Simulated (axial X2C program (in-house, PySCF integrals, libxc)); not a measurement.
# FeB⁻: cheaper levels and CCSD(T), two-component

Computed with an in-house all-electron X2C program for linear molecules (integrals from PySCF). Two-component (2c) means X2C with spin–orbit coupling and atomic mean-field two-electron Coulomb and Gaunt terms. Basis: Fe dyall-acv3z [10s11p7d4f2g], B dyall-av3z [8s7p3d2f] (cores contracted in-house); Gaussian nuclei, density fitting, unrestricted open shells. Masses: Fe 55.935 u, B 11.009 u.

State: Ω = 1 (⟨Sz⟩ = 1.00, ⟨Lz⟩ = 0.00 at HF); fragments Fe + B-.

| level | Re (Å) | ωe (cm⁻¹) |
| --- | --- | --- |
| PBE0 | 1.794 | 614.7 |
| CCSD | 1.828 | 542.0 |
| PBE | 1.751 | 699.5 |

Correlated methods: 12 electrons correlated (number of frozen shells: Fe 3 s, 2 p; B 1 s), 292 virtual spin orbitals or spinors in MP2, 90 natural virtuals in coupled cluster.

CCSD(T), same Hamiltonian and basis:

Re = 1.793 Å, ωe = 561.8 cm⁻¹; T1 = 0.096 (Lee–Taylor normalisation).

(1) Give the differences from CCSD(T) in the columns below.

One determinant describes the state; a PBE0 search over occupations chose it and may have missed a lower one. De is not given where an atomic determinant may have missed its ground term or J level, or where the truncated virtual space spoils (T). Density functionals use the spin component along the axis (collinear). CCSD and (T) use frozen natural virtuals with an MP2 correction for the truncation; (T) itself is uncorrected, so its De runs slightly low. Without a current term, density functionals place determinants with orbital angular momentum somewhat too high. With several unpaired electrons one determinant need not be a pure state. Open-shell Ω = 0 determinants with evenly filled partner blocks cannot be reached by this program, so the Ω shown need not be the lowest component. The highest occupied level of some functionals is positive through self-interaction error; at Hartree–Fock it is bound. The determinant is spin-polarised beyond a pure state at some levels (its spin-free form has ⟨S²⟩ too high), which makes Re and μ there less reliable. The T1 diagnostic is large, a sign of multireference character. The levels of this run spread widely (ωe from 542 to 699 cm⁻¹), so these constants depend on the method.

## Answers

(1) 

| level | ΔRe (Å) | Δωe (cm⁻¹) |
| --- | --- | --- |
| PBE0 | 0.001 | 53 |
| CCSD | 0.035 | -20 |
| PBE | -0.042 | 138 |
